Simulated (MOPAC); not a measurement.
MOPAC input (PM3):

```
PM3 PRECISE GNORM=0.05 LET XYZ UHF MS=0.5 GEO-OK AUX(PRECISION=9) THREADS=1
H4BO3Si

O    -1.99872700 1   -0.89920800 1   -0.21622000 1
B    -0.88757300 1   -0.09985300 1   -0.24921900 1
O    -0.96309500 1    1.14477100 1   -0.80927000 1
O     0.30210900 1   -0.53409300 1    0.27211600 1
Si    1.79177700 1    0.17984000 1    0.41991500 1
H    -1.83156700 1   -1.75132900 1    0.19781900 1
H    -1.84048900 1    1.35392200 1   -1.14422100 1
H     1.67354700 1    1.46821800 1    1.15584700 1
H     2.62920300 1   -0.78107200 1    1.18484100 1
```

From the output:

```
                                                       MOPAC v23.2.5 Linux

          FINAL HEAT OF FORMATION =       -228.32458 KCAL/MOL =    -955.31003 KJ/MOL

          COSMO AREA              =        125.77 SQUARE ANGSTROMS
          COSMO VOLUME            =        114.07 CUBIC ANGSTROMS

          GRADIENT NORM           =          0.04180          =       0.01393 PER ATOM
          IONIZATION POTENTIAL    =          7.779723 EV
          ALPHA SOMO LUMO (EV)    =         -7.780  0.424
          BETA  SOMO LUMO (EV)    =        -10.800 -1.217
          NO. OF ALPHA ELECTRONS  =         15
          NO. OF BETA  ELECTRONS  =         14
          MOLECULAR WEIGHT        =         90.9253         POINT GROUP:  C1

          MOLECULAR DIMENSIONS (Angstroms)

            Atom       Atom       Distance
            H     9    H     7     5.47338
            H     8    H     6     4.51576
            H     7    H     8     0.86718

          SCF CALCULATIONS        =         49

   ATOM   CHEMICAL          X               Y               Z
  NUMBER   SYMBOL      (ANGSTROMS)     (ANGSTROMS)     (ANGSTROMS)

     1       O         -2.00173841  *  -0.91735969  *  -0.24108637  *
     2       B         -0.88381532  *  -0.10261286  *  -0.23665686  *
     3       O         -0.95201635  *   1.14402306  *  -0.82195336  *
     4       O          0.26512206  *  -0.53701289  *   0.34188222  *
     5      Si          1.76672374  *   0.19785708  *   0.43674945  *
     6       H         -1.88409655  *  -1.75993400  *   0.17258085  *
     7       H         -1.79333534  *   1.36028261  *  -1.19738675  *
     8       H          1.79709223  *   1.48698408  *   1.19066541  *
     9       H          2.74620011  *  -0.79672949  *   0.97006354  *

                             CARTESIAN COORDINATES

   1    O       -2.001738406    -0.917359690    -0.241086371
   2    B       -0.883815318    -0.102612864    -0.236656860
   3    O       -0.952016346     1.144023063    -0.821953363
   4    O        0.265122062    -0.537012893     0.341882222
   5   Si        1.766723736     0.197857079     0.436749449
   6    H       -1.884096554    -1.759933996     0.172580846
   7    H       -1.793335338     1.360282610    -1.197386754
   8    H        1.797092233     1.486984081     1.190665412
   9    H        2.746200115    -0.796729492     0.970063537

           Empirical Formula: H4 O3 B Si  =     9 atoms

      MOLECULAR POINT GROUP   :   C1

          ALPHA EIGENVALUES
 -38.53478 -37.90559 -37.48514 -21.17393 -18.76139 -18.08058 -16.67861 -14.84724
 -14.04100 -13.87956 -12.83420 -12.65118 -12.18445 -10.89711  -7.77972   0.42436
   1.29311   2.05445   2.43850   2.99914   3.78354   4.89036   5.63533   5.98218

           BETA EIGENVALUES
 -38.52774 -37.90260 -37.45843 -21.16384 -18.74407 -18.03172 -16.54591 -14.69864
 -13.94746 -13.77922 -12.59844 -12.41337 -12.16957 -10.80015  -1.21673   0.69063
   1.70397   2.32324   2.72274   3.08717   3.79233   4.92077   5.64290   5.99139

              NET ATOMIC CHARGES AND DIPOLE CONTRIBUTIONS

  ATOM NO.   TYPE          CHARGE      No. of ELECS.   s-Pop       p-Pop
    1          O          -0.252524        6.2525     1.72017     4.53235
    2          B           0.033261        2.9667     0.99047     1.97626
    3          O          -0.228541        6.2285     1.71702     4.51152
    4          O          -0.332408        6.3324     1.69777     4.63464
    5         Si           0.566254        3.4337     1.08842     2.34532
    6          H           0.226126        0.7739     0.77387
    7          H           0.222816        0.7772     0.77718
    8          H          -0.117860        1.1179     1.11786
    9          H          -0.117126        1.1171     1.11713
 DIPOLE           X         Y         Z       TOTAL
 POINT-CHG.     1.186     0.387    -0.515     1.349
 HYBRID        -1.188    -0.815     1.044     1.780
 SUM           -0.002    -0.429     0.529     0.681

          ATOMIC ORBITAL ELECTRON POPULATIONS

     Atom    s        px        py        pz
    1  O   1.72017   1.50592   1.31494   1.71149
    2  B   0.99047   0.67383   0.67760   0.62483
    3  O   1.71702   1.41138   1.43996   1.66018
    4  O   1.69777   1.30698   1.67604   1.65162
    5 Si   1.08842   0.66763   0.81986   0.85783
    6  H   0.77387
    7  H   0.77718
    8  H   1.11786
    9  H   1.11713

                    (SZ)    =    0.500000
                    (S**2)  =    0.755136

          ATOMIC ORBITAL SPIN POPULATIONS

    Atom   Total    s     px     py     pz
         Atomic
    1  O -0.0009  0.000 -0.004  0.001  0.002
    2  B  0.0091  0.001  0.003  0.001  0.004
    3  O  0.0015 -0.000  0.000  0.001  0.000
    4  O  0.0424 -0.002  0.004 -0.002  0.042
    5 Si  0.9790  0.209  0.079  0.074  0.617
    6  H  0.0002  0.000
    7  H -0.0005 -0.001
    8  H -0.0130 -0.013
    9  H -0.0177 -0.018

 **********************
 *                    *
 * JOB ENDED NORMALLY *
 *                    *
 **********************

 == MOPAC DONE ==
```

The geometry given is a B3LYP-D3(BJ)/def2-TZVP minimum.
